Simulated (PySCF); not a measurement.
# Löwdin shares of the frontier orbitals

C₅H₆Cl₂.
Geometry (GFN2-xTB, Å), atoms numbered from 1 in this order:
```
atom  x, y, z in Å
Cl1    2.9074    0.7062   -1.1109
C2     1.7179   -0.4985   -0.8047
C3     0.5665   -0.2236   -0.2214
C4    -0.6389   -1.0484    0.1444
C5    -1.3271    0.2395    0.6373
C6    -0.0568    1.0375    0.2996
Cl7   -0.2753    2.3150   -0.9280
H8     1.9936   -1.4890   -1.1322
H9    -0.4481   -1.7891    0.9187
H10   -1.1209   -1.5375   -0.6997
H11   -2.1904    0.5344    0.0479
H12   -1.5899    0.2486    1.6919
H13    0.4577    1.5051    1.1392
```

Theory: PySCF 2.14.0, density-fitted response routines, TDDFT CAM-B3LYP/def2-SVPD, vertical, gas phase, core orbitals frozen in the response.

Frontier orbitals with the atoms that hold most of them (Löwdin shares over 4%, at most four atoms; ? is withheld):

```csv
orbital,ε (eV),atoms
LUMO+2,1.49,"Cl1 46%, C2 10%, Cl7 9%, H8 5%"
LUMO+1,1.26,"C4 18%, C5 11%, H9 11%, Cl7 7%"
LUMO,0.21,?
HOMO,-8.59,?
HOMO-1,-9.67,"Cl7 60%, Cl1 15%, C6 8%, C5 6%"
HOMO-2,-9.77,"Cl7 67%, C6 12%, C3 5%, H13 5%"
HOMO-3,-10.51,"Cl1 65%, Cl7 13%, C2 9%"
```

Which atoms hold the LUMO, and with what shares?

C2 (bonded to C, Cl and H) 23%; C3 (bonded to 3 C) 20%; Cl7 (bonded to C) 16%; C6 (bonded to 2 C, Cl and H) 10%. By element: carbon 54% or more, chlorine 16% or more.

Which atoms hold the HOMO, and with what shares?

Cl1 (bonded to C) 29%; C2 (bonded to C, Cl and H) 26%; C3 (bonded to 3 C) 26%; C4 (bonded to 2 C and 2 H) 5%. By element: carbon 58% or more, chlorine 29% or more.

How does S1 compare with the orbital gap of 8.80 eV?

S1 is at 6.05 eV (f = 0.289), 2.76 eV below the gap, made of HOMO→LUMO (96%). 

One configuration dominates each of S1 and S5. Which, and how do the shares of the two leading atoms of either orbital change from the occupied to the empty one?

- S1 (6.05 eV, f 0.289), HOMO→LUMO (96%): Cl1 29% → at most 11%, C2 26% → 23%, C3 26% → 20%
- S5 (6.97 eV, f 0.0076), HOMO→LUMO+1 (74%): Cl1 29% → at most 8%, C2 26% → at most 8%, C4 5% → 18%, C5 at most 6% → 11%

On an Arm Neoverse V1 with one thread, shared host, this took 43 s of wall time.
